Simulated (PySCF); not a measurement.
An unknown gives this computed stick spectrum. Computed, not measured: TDDFT B3LYP/def2-SVPD, vertical, gas phase, core orbitals frozen in the response (PySCF). Geometries: PBE0-D3(BJ)/def2-SVP, one conformer each. The highest level found (6.66 eV, f 0.048 so far) is left out, since the window may have cut off a degenerate partner.

| state | λ (nm) | f |
| --- | --- | --- |
| S1 | 217.2 | 0.0028 |
| S2 | 215.1 | 0.023 |
| S3 | 209.7 | 0.0012 |
| S4 | 205.9 | 0.0023 |
| S5 | 200.4 | 0.108 |
| S6 | 194.2 | 0.0020 |
| S7 | 194.1 | 0.0007 |
| S8 | 188.7 | 0.141 |
| S9 | 187.2 | 0.149 |

Problem. Which structure fits? All have the formula C7H15NOSi.
A. `C=C[Si@@]1(N(C)C)OCCC1`
B. `C1CN(C[C@H]1C1CC1)[SiH2]O`
C. `C/C=C/O[SiH2]N1CCCC1`
D. `C(=C)[C@@H](N([SiH2]O)C)C(=C)C`

Solution. C. Its S1, at 5.71 eV, is the highest among the candidates; the nearest of the others has S1 at 5.25 eV. S1 is HOMO→LUMO (81%), HOMO→LUMO+1 (12%). Löwdin shares by element: HOMO carbon 65% or more, oxygen 22%; LUMO carbon 24% or more, silicon 19% (atoms not listed hold the other 57%). At the same level the other candidates give, for their lowest levels:
- `C=C[C@H](C(=C)C)N(C)[SiH2]O`: 240 nm (f 0.024); 233 nm (f 0.022); 224 nm (f 0.005); 205 nm (f 0.006); 203 nm (f 0.021); T1 4.36 eV; HOMO -6.38, LUMO -0.28 eV
- `C=C[Si@]1(N(C)C)CCCO1`: 270 nm (f 0.040); 227 nm (f 0.008); 212 nm (f 0.003); 208 nm (f 0.006); 206 nm (f 0.040); T1 4.13 eV; HOMO -5.93, LUMO -0.55 eV
- `O[SiH2]N1CC[C@H](C2CC2)C1`: 236 nm (f 0.030); 216 nm (f 0.045); 199 nm (f 0.016); 194 nm (f 0.007); 190 nm (f 0.004); T1 5.02 eV; HOMO -6.19, LUMO -0.10 eV

Orbitals of the list HOMO-3 to LUMO+2 that lie within 0.01 eV of each other are written together with a slash and their weights summed (≥ marks a lower bound); for degenerate orbitals outside that list single weights are arbitrary.
Triplets come from the Tamm–Dancoff approximation.
